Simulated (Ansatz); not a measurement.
Results of the Gaussian-basis code of Ansatz.

`C[SiH2][SiH2]O` at its PBE0-D4/def2-TZVP geometry, where that method's forces vanish. Total charge 0; spin multiplicity 1.

| atom | x (Å) | y (Å) | z (Å) |
| --- | --- | --- | --- |
| C1 | -1.764 | -0.950 | 0.324 |
| Si2 | -0.149 | -0.152 | 0.857 |
| Si3 | 1.140 | 0.495 | -0.996 |
| O4 | 2.532 | 1.283 | -0.568 |
| H5 | -2.352 | -0.264 | -0.290 |
| H6 | -2.363 | -1.228 | 1.194 |
| H7 | -1.575 | -1.853 | -0.261 |
| H8 | 0.633 | -1.088 | 1.714 |
| H9 | -0.428 | 1.062 | 1.681 |
| H10 | 0.294 | 1.345 | -1.890 |
| H11 | 1.582 | -0.685 | -1.784 |
| H12 | 2.448 | 2.035 | 0.019 |

Question: For each bond, give half the difference of the two atoms' forces along it (eV/Å; positive pushes the atoms apart) under PBE-D4, r2SCAN-D4, B3LYP-D4, ωB97M-V in def2-TZVPP. (Estimate.)

Answer: The calculation gave: 
| bond | length (Å) | PBE-D4 | r2SCAN-D4 | B3LYP-D4 | ωB97M-V |
| --- | --- | --- | --- | --- | --- |
| C1–Si2 | 1.878 | 0.02 | 0.02 | 0.13 | 0.07 |
| C1–H5 | 1.092 | 0.11 | -0.01 | -0.04 | -0.04 |
| C1–H6 | 1.092 | 0.10 | -0.02 | -0.05 | -0.05 |
| C1–H7 | 1.092 | 0.11 | -0.01 | -0.04 | -0.04 |
| Si2–Si3 | 2.348 | -0.17 | -0.02 | 0.05 | 0.00 |
| Si2–H8 | 1.491 | 0.09 | -0.01 | -0.10 | -0.11 |
| Si2–H9 | 1.494 | 0.09 | -0.01 | -0.10 | -0.11 |
| Si3–O4 | 1.656 | 0.34 | 0.06 | 0.17 | 0.18 |
| Si3–H10 | 1.495 | 0.03 | -0.02 | -0.11 | -0.14 |
| Si3–H11 | 1.486 | 0.08 | -0.02 | -0.12 | -0.15 |
| O4–H12 | 0.958 | 0.34 | 0.02 | -0.02 | -0.06 |

B3LYP here is the variant with VWN-RPA as its local correlation; programs differ in this.
